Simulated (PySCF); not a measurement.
B2Cl3, charge +1, multiplicity 1. Atoms are numbered in the order given.

```xyz
5

Cl     0.0000     0.0000    -2.6771
B      0.0000     0.0000    -1.0492
B      0.0000     0.0000     0.6439
Cl     0.0000    -1.5480     1.3981
Cl     0.0000     1.5480     1.3981
```
Charge +1, spin multiplicity 1.

Geometry: PBE-D3(BJ)/def2-SVP. The multiplicity is an assumed one; other spin states were not compared. The isomer is the one that the SMILES or the coordinates give; other isomers of the formula were not compared. One conformer was computed; it need not be the lowest.

Computed with PBE-D3(BJ)/def2-SVP (PySCF 2.14.0).

Frequencies are harmonic and unscaled.

| mode | ν (cm⁻¹) | IR (km/mol) | moving atoms (share of kinetic energy) |
|---|---|---|---|
| 1 | 37 | 0.0 | Cl 91 %, B 9 % |
| 2 | 163 | 9.9 | B 83 %, Cl 17 % |
| 3 | 208 | 8.6 | Cl 90 %, B 10 % |
| 4 | 379 | 12.8 | B 88 %, Cl 12 % |
| 5 | 404 | 0.1 | Cl 93 % |
| 6 | 470 | 1.9 | B 96 % |
| 7 | 836 | 113.5 | B 77 %, Cl 23 % |
| 8 | 1028 | 201.2 | B 83 %, Cl 17 % |
| 9 | 1302 | 210.1 | B 89 %, Cl 11 % |
